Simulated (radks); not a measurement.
Isoelectronic series with 25 electrons, all held in the configuration [Ar] 3d5 4s2, which need not be the ground one along the series. All-electron calculation, Dirac Kohn-Sham, PBE, spin-unpolarised, spherical densities, point nucleus; open shells fill j = l - 1/2 first. Program: a radial shooting solver on a logarithmic mesh with Libxc functionals. Total energies (hartree) and mean radii <r> (bohr):

ion    E (hartree)   4s1/2   3d5/2   3d3/2
Mn     -1158.32436   3.095   1.228   1.221
Fe+    -1271.96604   2.566   1.032   1.027
Co2+   -1391.48134   2.227  0.9064  0.9029
Ni3+   -1516.85564   1.983  0.8153  0.8121
Cu4+   -1648.08852   1.796  0.7443  0.7414
Zn5+   -1785.18711   1.646  0.6867  0.6840
Ga6+   -1928.16318   1.522  0.6386  0.6360
Ge7+   -2077.03176   1.417  0.5977  0.5951
As8+   -2231.81035   1.327  0.5622  0.5596
Se9+   -2392.51843   1.249  0.5310  0.5285
Br10+  -2559.17728   1.180  0.5034  0.5009
Kr11+  -2731.80972   1.119  0.4787  0.4762
Rb12+  -2910.44003   1.064  0.4565  0.4540
Sr13+  -3095.09391   1.014  0.4364  0.4339
Zr15+  -3482.58180  0.9279  0.4013  0.3987
